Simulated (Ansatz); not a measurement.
AlF$_{3}$, triplet, at a GFN2-xTB geometry (such geometries of metal compounds can be far from the true shape) (a higher spin typed on purpose: for a closed-shell molecule this is an excited state), with bond 4-1 at 2.4 times its length; SC-NEVPT2/cc-pVDZ, CASSCF(6,6) run with Ansatz (a program for electronic structure).

The Ansatz input:
Ansatz 0.2 input:
```yaml
crystal:
  periodic: [false, false, false]
  atoms:
    - {symbol: Al, position_ang: [-0.37213687, 0.17149746, -0.14134052]}
    - {symbol: F, position_ang: [-1.14510838, -1.35480543, 0.31454349]}
    - {symbol: F, position_ang: [0.55351577, 1.62743800, -0.53923502]}
    - {symbol: F, position_ang: [3.23088838, -1.48893916, 1.22711687]}
basis:
  gaussian:
    orbitals: cc-pVDZ
correlation: {method: sc_nevpt2, electrons: all, active_space: {window: {electrons: 6, orbitals: 6}}}
magnetization: {spin_polarized: false, initial_magnetization: 2}
```

The log (banner, timings and long lists left out):

```
Functional definition: HF
568 factors; integrals over basis functions are off by at most 8.3e-4 eV
mean field evaluation 1: about -14697.7684 eV, gradient 3.9e1 eV
mean field evaluation 2: about -14697.7727 eV, gradient 3.9e1 eV
mean field evaluation 4: about -14700.6852 eV, gradient 1.4e0 eV
mean field evaluation 8: about -14700.7030 eV, gradient 2.3e-1 eV
mean field evaluation 16: about -14700.6924 eV, gradient 1.9e0 eV
mean field evaluation 32: about -14700.7040 eV, gradient 4.1e-3 eV
mean field evaluation 64: about -14700.6973 eV, gradient 3.2e-2 eV
mean field evaluation 96: about -14700.6789 eV, gradient 2.8e-1 eV
mean field -14700.70397587 eV, -540.2409066183 hartree, gradient 3.0e-6 eV, S^2 2.000000; 9 other end points of the search recorded, 0 dependent functions left out
reference -14700.70397587 eV, -540.2409066183 hartree; 21, 19 occupied and 39, 41 virtual orbitals, 568 factors
state -14702.12414379 eV, -540.2930968265 hartree
state -14702.12414379 eV, -540.2930968265 hartree; corrected -14716.44674834 eV, -540.8194428357 hartree
Total energy: -14716.44674834 eV, -540.8194428357 hartree
```
